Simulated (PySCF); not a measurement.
Species: C5H6FS (doublet state).
Cartesian coordinates in Å at the GFN2-xTB level; atoms count from 1:
```xyz
13
C5H6FS angstrom
C     -2.0015    0.1269   -0.2988
C     -0.9255   -0.6596   -0.1891
C      0.4211   -0.2236    0.0480
C      1.4583   -1.1112    0.1378
S      1.3336   -2.7879   -0.0057
C      0.6832    1.2486    0.1964
F      2.0054    1.5229    0.4215
H     -1.9530    1.1987   -0.2126
H     -2.9754   -0.2924   -0.4805
H     -1.0391   -1.7322   -0.2834
H      2.4589   -0.7376    0.3155
H      0.1282    1.6590    1.0494
H      0.4016    1.7888   -0.7162
```

The species is `C=C[C](C=S)CF` [radical].

Theory: PySCF 2.14.0, UKS B3LYP, pcH-1 on C F H S, non-relativistic, mean-field spin-orbit, GIAO. Geometry: GFN2-xTB, one conformer, isolated molecule. The geometry wasn't refined by DFT: couplings that depend on bond lengths, twists or pyramidal angles can differ widely from those at the functional's own minimum, by a factor of two or more for some ions and for spin on atoms past the first row.

Output of the driver script. Atoms in this output count from 0.

```
UKS, coarse grid
  cycle   1  E = -692.06994480  |g| = 3.90e-01
  cycle   2  E = -692.00509030  |g| = 5.89e-01
  cycle   3  E = -692.12857054  |g| = 8.95e-02
  cycle   4  E = -692.13154964  |g| = 5.10e-02
  cycle   5  E = -692.13306328  |g| = 1.56e-02
  cycle   6  E = -692.13324700  |g| = 7.32e-03
  cycle   7  E = -692.13330734  |g| = 4.40e-03
  cycle   8  E = -692.13332752  |g| = 2.04e-03
  cycle   9  E = -692.13333278  |g| = 5.50e-04
UKS, final grid
  cycle   1  E = -692.13330772  |g| = 6.80e-04
  cycle   2  E = -692.13330761  |g| = 1.01e-03
  cycle   3  E = -692.13330809  |g| = 1.59e-04
  cycle   4  E = -692.13330813  |g| = 1.15e-04
  cycle   5  E = -692.13330817  |g| = 5.63e-05
  cycle   6  E = -692.13330818  |g| = 1.59e-05
E = -692.13330818 Eh   <S^2> = 0.7792 (exact 0.7500)
g shifts (ppm)      1          2          3
  rmc          -192       -192       -192
  gc            -12         38         38
  oz_so          13       9085     118234
  total        -191       8932     118080
hyperfine (MHz)  atom isotope    a_iso     a_fc   dipolar eigenvalues
    0   13C      21.54      21.54    -20.52    -19.75     40.27
    1   13C     -25.72     -25.72    -16.34      6.46      9.87
    2   13C      36.76      36.76    -33.77    -32.72     66.49
    3   13C     -30.47     -30.47    -17.04      6.47     10.56
    4   33S      13.19      13.19    -57.20    -56.42    113.62
    5   13C     -15.72     -15.72     -0.62      0.11      0.51
    6   19F      -3.15      -3.15     -3.28     -1.83      5.11
    7    1H     -16.40     -16.40     -8.18     -0.99      9.16
    8    1H     -17.31     -17.31     -9.68     -0.66     10.34
    9    1H       7.10       7.10     -3.74     -2.98      6.72
   10    1H       6.05       6.05     -3.72     -1.02      4.74
   11    1H      42.06      42.06     -2.26     -1.29      3.55
   12    1H      42.26      42.26     -2.26     -1.28      3.55
```

Task: The run flagged its g tensor. What set off the flag, and which results does it touch?

Result: The largest g shift is +0.118, past the limit of 0.03 at which the run flags a species of elements up to argon. The orbital-Zeeman/spin–orbit term is second order, a sum of spin–orbit matrix elements over excitation energies, so it grows and becomes less reliable as an excited state comes close; a shift of this size calls for a check with another method. The contact and dipolar couplings don't rest on that expansion, but they belong to the state that the SCF found, and a close-lying state with the spin in another orbital would have other couplings; no stability test was run. The run left out the spin–orbit part of the hyperfine coupling.

Task: Where is the spin in this solution (atoms counted from 1)?

Result: The largest Mulliken spin populations are on S5 (+0.64), C3 (+0.42), C1 (+0.28) and C4 (-0.18). Three atoms exceed +0.15. The positive populations add up to 1.37 and the negative ones to -0.37, together 2S = 1. The unrestricted determinant has ⟨S²⟩ = 0.7792 (exact 0.7500), 3.9 % above the value of a pure doublet state. The SMILES `C=C[C](C=S)CF` draws the unpaired electron on C3, whose computed spin population is only +0.42.

Task: Average a_iso over equivalent nuclei, turn it into first-order splittings with g = 2.0023, and give the multiplets for abundant isotopes (0.05 mT or more).

Result: 
```
nuclei (from 1)  isotope    I                                         position  a_iso (MHz)  |a| (mT)    splits into
        H12/H13       1H  1/2                                  2 bonds from C3         42.2      1.50  1:2:1 triplet
             H9       1H  1/2  3 bonds from C3, on C1 of spin population +0.28        -17.3      0.62    1:1 doublet
             H8       1H  1/2  3 bonds from C3, on C1 of spin population +0.28        -16.4      0.59    1:1 doublet
            H10       1H  1/2  2 bonds from C3, on C2 of spin population -0.14          7.1      0.25    1:1 doublet
            H11       1H  1/2  2 bonds from C3, on C4 of spin population -0.18          6.1      0.22    1:1 doublet
             F7      19F  1/2                                  2 bonds from C3         -3.2      0.11    1:1 doublet
```

Class means assume fast exchange of nuclei equivalent by connectivity; if that motion is slow, each nucleus keeps its own coupling. Main spin sites, with 60 % or more of the largest population: C3, S5; positions count bonds from the nearest.
